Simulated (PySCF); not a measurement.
Gas-phase reaction: 2 GaCl + Cl2 = 2 GaCl2

Energies from PySCF, thermal terms from the rigid-rotor harmonic-oscillator model, ideal gas at 1 bar. † marks an energy on the PBE0/def2-TZVP geometry and frequencies; other levels use their own. MP2 and CCSD(T) freeze the core. 6-31G* has spherical d functions here. Open shells (unrestricted): GaCl2 (multiplicity 2); the rest are closed-shell singlets. Ga: all electrons, no relativistic terms. GaCl2: computed as isolated molecules; such fragments, hydroxides, amides, oligomers or adducts are transient or little studied in the gas. MP2 isn't extrapolated to the basis-set limit; its ΔH°(298 K) is -256.6 kJ in def2-SVP and -223.6 kJ in def2-TZVPP. CCSD(T) isn't extrapolated to the basis-set limit; its ΔH°(298 K) is -214.1 kJ in def2-SVP and -193.3 kJ in def2-TZVPP. The harmonic model lacks anharmonicity and excited electronic states, which grow with temperature; levels with a mode under 35 cm⁻¹ are left out. Soft modes under 120 cm⁻¹ make the harmonic entropy rough for GaCl2.

| level | ΔE electronic, kJ | ΔH°(298 K), kJ | ΔS°(298 K), J/K | ΔG°(600 K), kJ |
|---|---|---|---|---|
| CCSD(T)/def2-TZVPP† | -195 | -193 | -98 | -135 |
| HF/6-31G* | -265 | -263 | -101 | -203 |
| MP2/def2-TZVPP† | -225 | -224 | -98 | -165 |
| PBE/def2-TZVP† | -165 | -163 | -98 | -104 |
| PBE0/def2-QZVP† | -190 | -188 | -98 | -130 |
| ωB97M-V/def2-TZVP† | -170 | -169 | -98 | -110 |
ΔH° is lowest at HF/6-31G* and highest at PBE/def2-TZVP†. No reference value is set beside these.
